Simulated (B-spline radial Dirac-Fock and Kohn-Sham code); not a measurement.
Muonic X-ray energies, Ta to Bi

The computed values come from a radial finite-basis atomic code: the Dirac equation of a negative muon with reduced mass in the field of a spherical finite nucleus, with the Uehling potential to all orders; nuclear polarisation, deformation, hyperfine structure, self-energy, higher-order vacuum polarisation, relativistic recoil and electron screening are left out. Fermi charge distributions with a skin thickness of 2.3 fm (Gaussian below an rms radius of 2.2 fm); energies in keV. Radii are from Angeli and Marinova (2013), any marked * from an empirical formula.

```
nucleus  rms radius (fm)  2p3/2 → 1s  3d5/2 → 2p3/2  4f7/2 → 3d5/2  2p → 1s over point nucleus without QED
  ¹⁸¹Ta           5.3507        5302           2025          741.4                                   0.427
   ¹⁸⁴W           5.3658        5380           2077          762.1                                   0.420
  ¹⁸⁷Re           5.3698        5467           2129          783.1                                   0.415
  ¹⁹⁰Os           5.4062        5526           2180          804.4                                   0.407
  ¹⁹³Ir           5.4032        5617           2234          826.0                                   0.401
  ¹⁹⁵Pt            5.427        5685           2286          847.9                                   0.395
  ¹⁹⁷Au           5.4371        5764           2340          870.0                                   0.389
  ²⁰¹Hg           5.4581           ?              ?              ?                                       ?
  ²⁰⁴Tl           5.4704        5907           2447          915.2                                   0.376
  ²⁰⁷Pb           5.4943        5971           2500          938.2                                   0.370
  ²⁰⁹Bi           5.5211        6031           2554          961.5                                   0.363
```

**Question.** Fill in the row of ²⁰¹Hg.

**Answer.** 5832 keV, 2393 keV, 892.5 keV; ratio 0.382.
